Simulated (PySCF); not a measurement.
Al(Cl)(H)(nPr) (C3H8AlCl), SMILES [AlH]([Cl])[CH2]CC.

Geometry: B3LYP-D3(BJ)/def2-SVP. The values are those of a single conformer.

Two levels are set side by side: TDDFT-PBE/def2-SVPD (PySCF) and TDDFT-LC-ωPBE/def2-SVPD (PySCF). Vertical, same geometry. The lowest singlet is HOMO→LUMO 100 % with PBE and HOMO→LUMO 93 % with the other functional; states are paired by order. Differences are taken from unrounded values.

| quantity | TDDFT-LC-ωPBE |
|---|---|
| lowest singlet excitation (eV) | 5.71 |
| lowest triplet excitation (TDA) (eV) | 5.26 |
| first bright state (f over 0.05) (eV) | 7.49 |
| its oscillator strength | 0.16 |

Task: What does TDDFT-PBE give, and how far is it from TDDFT-LC-ωPBE? (An estimate is asked for; the answer gives what the named calculation found.)

Result: 
| quantity | TDDFT-PBE | TDDFT-PBE minus TDDFT-LC-ωPBE |
|---|---|---|
| lowest singlet excitation (eV) | 4.70 | -1.01 |
| lowest triplet excitation (TDA) (eV) | 4.41 | -0.85 |
| first bright state (f over 0.05) (eV) | 6.04 | -1.45 |
| its oscillator strength | 0.06 | -0.10 |

Functionals without exact exchange tend to place singlet excitations lower, as here. Differences between two approximate levels are no errors against the true value.

Rough cost on one machine, each run with all the roots and properties that it gave: TDDFT-LC-ωPBE against TDDFT-PBE about 6 times.
